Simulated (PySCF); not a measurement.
MgBr, CCSD(T): how much the basis matters

PySCF, UHF reference; doublet, unpaired electrons σ ↑; De to Mg + Br without counterpoise correction. Frozen cores follow the default of each basis and core potential.

```
                     basis                           relativity  functions  Re (Å)  ωe (cm⁻¹)  De (eV)  frozen orbitals
        cc-pVDZ/cc-pVDZ-PP  scalar-relativistic core potentials         41   2.377        378     2.50                5
aug-cc-pVDZ/aug-cc-pVDZ-PP  scalar-relativistic core potentials         59   2.400        362     2.63                5
              x2c-TZVPPall                        spin-free X2C         80   2.367        371     2.66               10
```

Task: How does each smaller set differ from the one with most functions, x2c-TZVPPall?

Result: cc-pVDZ/cc-pVDZ-PP: +1.0 pm, +1.9 % in ωe, -0.16 eV in De; aug-cc-pVDZ/aug-cc-pVDZ-PP: +3.3 pm, -2.4 % in ωe, -0.03 eV in De. All at CCSD(T); the set with most functions is neither the basis-set limit nor always the best. The rows treat relativity differently, so the differences are not basis effects alone.

Correlated steps freeze the inner cores (5 to 10 orbitals); shallow outer-core shells are correlated. Correlated levels converge slowly with the basis: in double zeta they bind strong bonds too weakly, by up to about 1 eV, and carry superposition errors of some tenths. Spin–orbit coupling is left out. The state was picked by a PBE0 search and need not be the measured ground state.
